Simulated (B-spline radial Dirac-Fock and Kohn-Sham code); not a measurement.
K-line shifts caused by a second vacancy in Dy⁴⁺

System: the Dy⁴⁺ ion, configuration [Xe] 4f8.

Model: multi-electron Dirac-Fock with separately optimised hole states, Breit and Lamb-shift corrections added in first order. Program: an atomic code on a B-spline grid. Each two-hole energy is an average over J within one jj subconfiguration, not an observable level; in light atoms, where LS coupling holds, the j-resolved values are not observed lines, and for a K spectator the Kα1 hypersatellite is nearly forbidden. The model has no electron correlation.

Lines without a spectator: Kα2 (K-L2) 45203.3 eV, Kα1 (K-L3) 45994.2 eV, Kβ3 (K-M2) 51936.8 eV, Kβ1 (K-M3) 52103.5 eV. Shifts in eV with one spectator hole (a dash: not computed, or left out as unreliable):

```tsv
spectator hole	Kα2	Kα1	Kβ3	Kβ1
K (1s)	+830.9	+879.5	+1071.1	+1082.2
L2 (2p1/2)	+101.2	+132.9	–	+263.2
L3 (2p3/2)	+84.2	+89.3	+211.0	–
M2 (3p1/2)	–	+19.47	+39.8	+47.4
M3 (3p3/2)	+11.89	–	+36.2	+36.2
M4 (3d3/2)	+3.71	+0.33	–	–
M5 (3d5/2)	-1.00	+2.28	–	–
```
